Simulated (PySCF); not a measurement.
## Dipole response of Ir (iridium, neutral)

[Xe] 4f14 5d7 6s2, high-spin 4F determinant. Calculation: PySCF 2.14, in def2-QZVPPD with the def2 core potential (60 electrons) (7s5p4d4f2g, 88 functions); a scalar-relativistic core potential. Coupled (time-dependent) response in atomic units; α is the mean over directions.

| method | mean α (bohr³) | C₆ (like pair) | S(−4) |
| --- | --- | --- | --- |
| r2SCANh | 51.02 | 576.0 | 927.0 |
| BP86 | 47.47 | 516.8 | 784.6 |

S(−4) is the Cauchy moment in α(ω) = α(0) + S(−4) ω² + …

Reference α: 54 ± 7 bohr³ (recommended; Schwerdtfeger and Nagle, table of static dipole polarizabilities (2023 update)). Published C₆: 522.0 (Gould and Bucko (2016)).

Spin-orbit coupling is absent.

α(iu) at r2SCANh:

```
u (hartree)  α(iu) (bohr³)
          0          51.02
     0.0500          48.85
      0.100          43.69
      0.200          32.20
      0.300          23.78
      0.500          14.62
      0.750          9.423
       1.00          6.746
       1.50          4.054
       2.00          2.731
       3.00          1.482
       5.00         0.6277
```

Energies and moments cover only the electrons outside the core potential. Spin-orbit coupling, absent here, splits the open shell strongly.
